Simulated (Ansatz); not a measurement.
System: sum formula H4Si2OF (charge 0, doublet). It need not be the lowest isomer of its formula. SMILES: F[SiH2]O[SiH2]
Coordinates optimised at B3LYP-D3(BJ)/def2-TZVP (Ansatz, a quantum-chemistry and plane-wave program):
```
O
Si 1 1.6228
F 2 1.6005 1 109.46
Si 1 1.6471 2 150.83 3 -45.73
H 2 1.4709 3 107.79 1 118.24
H 2 1.4739 5 113.28 3 -118.45
H 4 1.4865 1 107.46 2 -160.00
H 4 1.4901 7 110.53 1 -119.43
```
Charge 0, spin multiplicity 2.

Parts of the frozen-core correlation energy in cc-pVTZ (Ansatz, hartree). Frozen orbitals: 12; correlated occupied orbitals by spin: 13 and 12; virtual: 159 and 160. UHF or UKS for open shells. Spin-orbit coupling is left out. Non-relativistic.

```json
[
 {"term": "reference (HF)", "value": "-754.71546"},
 {"term": "MP2 opposite-spin", "value": "-0.54134"},
 {"term": "MP2 same-spin", "value": "-0.16511"},
 {"term": "CCSD correlation", "value": "-0.73756"},
 {"term": "(T)", "value": "-0.02325"},
 {"term": "T1 diagnostic", "value": "0.013"},
 {"term": "largest doubles amplitude", "value": "0.012"},
 {"term": "<S^2> of the reference", "value": "0.754"}
]
```
